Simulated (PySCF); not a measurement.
CH6Ti, multiplicity 1. Atoms are numbered in the order given.

```xyz
8

Ti     0.0000     0.0000     0.5257
C      0.0000     0.0000    -1.5108
H      0.8958    -0.5172    -1.8700
H      0.0000     1.0344    -1.8700
H     -0.8958    -0.5172    -1.8700
H      1.4102     0.8142     1.0368
H     -1.4102     0.8142     1.0368
H      0.0000    -1.6283     1.0368
```

Geometry optimised at B3LYP-D3(BJ)/def2-TZVP. A frequency run showed that this geometry is not a minimum. The multiplicity is an assumed one; no other spin state was optimised. The structure was generated by enumeration; whether it is a known compound was not checked.

Computed with PBE/def2-TZVPD (PySCF).

Mulliken values depend strongly on the basis, most of all with diffuse functions as here. Atomic charges (e):

```json
[
 {"atom": "Ti1", "meta-Löwdin": "[?]", "Mulliken": "-0.03"},
 {"atom": "C2", "meta-Löwdin": "[?]", "Mulliken": "-1.02"},
 {"atom": "H3", "meta-Löwdin": "[?]", "Mulliken": "0.31"},
 {"atom": "H4", "meta-Löwdin": "[?]", "Mulliken": "0.31"},
 {"atom": "H5", "meta-Löwdin": "[?]", "Mulliken": "0.31"},
 {"atom": "H6", "meta-Löwdin": "[?]", "Mulliken": "0.04"},
 {"atom": "H7", "meta-Löwdin": "[?]", "Mulliken": "0.04"},
 {"atom": "H8", "meta-Löwdin": "[?]", "Mulliken": "0.04"}
]
```

Task: Some entries are withheld; supply them. (Estimate from the structure and the level; the computed values follow.)

Result: 
- Ti1, meta-Löwdin: 1.00
- C2, meta-Löwdin: -0.66
- H3, meta-Löwdin: 0.14
- H4, meta-Löwdin: 0.14
- H5, meta-Löwdin: 0.14
- H6, meta-Löwdin: -0.25
- H7, meta-Löwdin: -0.25
- H8, meta-Löwdin: -0.25
